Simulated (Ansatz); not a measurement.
Cost and result up the ladder for MgBr₂ (3 atoms). Total charge 0; singlet. Geometry: r2SCAN-D4/def2-TZVP.

```xyz
3

Mg   -0.006    0.013   -0.001
Br    0.696    0.091   -2.214
Br   -0.690   -0.104    2.215
```

Ansatz on 4 threads of Arm Neoverse V2 on a shared host. Times are rough, and most runs start from the orbitals of an earlier one. CAM-B3LYP-D4/def2-TZVP serves as the yardstick here, not as an exact answer. Differences are given only for rows in sets of like size (and for xTB, whose basis is part of the method), since another set adds its own error. Binding counts from free atoms at the same level (Mg singlet, Br doublet; other spins of the atoms weren't run), without zero-point energy or a counterpoise term.

The 6-31G sets use Cartesian d functions. HSE06 is defined as in plane-wave codes, on full-range PBE exchange. Correlated methods freeze 19 core orbitals; core or outer-core shells of Mg, Br are correlated, in sets that lack core-valence functions.

Correlated methods converge slowly with the basis.

| level | functions | wall time |
| --- | --- | --- |
| HF/STO-3G | 45 | 0.15 s |
| HF/6-31G | 71 | 0.41 s |
| LDA (SPW92)/def2-TZVP | 128 | 0.56 s |
| PBE-D4/def2-SVP | 82 | 0.65 s |
| PBE0-D4/def2-SVP | 82 | 0.9 s |
| MP2/def2-TZVP | 128 | 1 s |
| HSE06-D4/def2-TZVP | 128 | 1.6 s |
| CAM-B3LYP-D4/def2-TZVP | 128 | 1.7 s |
| BHLYP-D4/def2-TZVP | 128 | 1.7 s |
| r2SCAN-D4/def2-TZVP | 128 | 2 s |
| PBE0-D4/def2-TZVP | 128 | 2.1 s |
| PBE-QIDH/def2-TZVP | 128 | 2.4 s |
| r2SCAN0-D4/def2-TZVP (with forces) | 128 | 3.1 s |
| CCSD(T)/def2-TZVPP | 128 | 6.5 s |

(1) Estimate what each level gives for the binding energy per atom (eV).

Answers

(1) 
```tsv
level	binding energy per atom (eV)	difference from CAM-B3LYP-D4/def2-TZVP (eV)
HF/STO-3G	3.21	–
HF/6-31G	1.63	–
LDA (SPW92)/def2-TZVP	2.62	0.30
PBE-D4/def2-SVP	2.38	–
PBE0-D4/def2-SVP	2.38	–
MP2/def2-TZVP	2.44	0.13
HSE06-D4/def2-TZVP	2.38	0.07
CAM-B3LYP-D4/def2-TZVP	2.31	0.00
BHLYP-D4/def2-TZVP	2.29	-0.02
r2SCAN-D4/def2-TZVP	2.49	0.18
PBE0-D4/def2-TZVP	2.38	0.07
PBE-QIDH/def2-TZVP	2.42	0.11
r2SCAN0-D4/def2-TZVP (with forces)	2.44	0.13
CCSD(T)/def2-TZVPP	2.29	-0.02
```
